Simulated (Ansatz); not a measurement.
## Energy profile

The step: CH₆Si ([CH3][SiH3]) + H₂O → CH₆OSi ([CH3][SiH2][OH]) + H₂; bonds formed: Si1–O7, H2–H6; bonds broken: Si1–H2, H6–O7 (atoms numbered as in the saddle structure below).

```xyz
11
angstrom
Si -0.5103 0.1237 -0.2039
H 0.0917 -1.4756 -0.6091
H -1.8758 -0.4348 -0.4148
H -0.7764 1.5953 -0.4237
C 0.1886 0.0463 1.5249
H 0.6186 -0.8507 -1.4475
O 0.7552 0.2350 -1.6066
H -0.3149 0.7678 2.1728
H 0.1016 -0.9542 1.9501
H 1.2497 0.3095 1.4957
H 0.4720 0.6378 -2.4380
```

Electronic energies by CCSD(T) at an estimated basis limit (MP2 extrapolated from triple and quadruple zeta, plus CCSD(T) − MP2 in triple zeta), on PBE0-D4/def2-TZVP structures; CH8OSi, singlet; no counterpoise correction. Ansatz 0.2.0; basis: def2-TZVPP and def2-QZVPP; cores frozen in the correlated methods. Extrapolation: Hartree–Fock as exp(−7.88 √X), correlation as X^−2.97.

Question: Give the profile in kJ/mol, counted from the separated reactants. (Judge from chemistry; the value comes from the calculation.)

Answer: By the calculation:
```tsv
point	kJ/mol
separated: CH6Si (linked as [CH3][SiH3]; Si1, H2, H3, H4, C5, H8, H9, H10; singlet) + H2O (H6, O7, H11; singlet)	0.0
start structure	-8.5
saddle	164.8
end structure	-74.0
separated: CH6OSi (linked as [CH3][SiH2][OH]; Si1, H3, H4, C5, O7, H8, H9, H10, H11; singlet) + H2 (H2, H6; singlet)	-71.0
```

The T1 diagnostic stays at or below 0.012.

For scale, one of the runs: CCSD(T)/def2-TZVPP, 216 basis functions, launched by `ansatz run in.yaml --threads 4 --pin off --events-out ev --progress --plain --max-ram 9574MiB`. The run took 14 s on 4 CPU threads of an AMD EPYC 9R45 (shared host), with 3.2 GiB of host memory at its peak.
